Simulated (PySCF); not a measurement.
Tin: a sound run and one with changed settings

Sound run: Sn⁺ [Kr] 4d10 5s2 5p1, Sn²⁺ [Kr] 4d10 5s2. Calculation: PySCF 2.14, in def2-TZVP with the def2 core potential (28 electrons); scalar relativity through the core potential. In the sound run the correlated levels freeze 4s2 4p6 4d10 outside the core potential. The sound run starts from symmetry-adapted Hartree-Fock orbitals and uses a fine grid where one is needed.

Changed run: initial guess 1e, at most 50 SCF cycles.

```tsv
species	method	sound run (hartree)	changed run (hartree)	converged
Sn⁺	UHF	-213.08803	-213.08803	yes
Sn⁺	M06-2X	-213.93114	-213.93114	yes
Sn⁺	CCSD(T)	-213.13270	-213.13270	yes
Sn²⁺	B3LYP	-213.53425	-213.53425	yes
Sn²⁺	MP2	-212.60775	-212.60775	yes
```

Here the plain start reaches the same solutions.
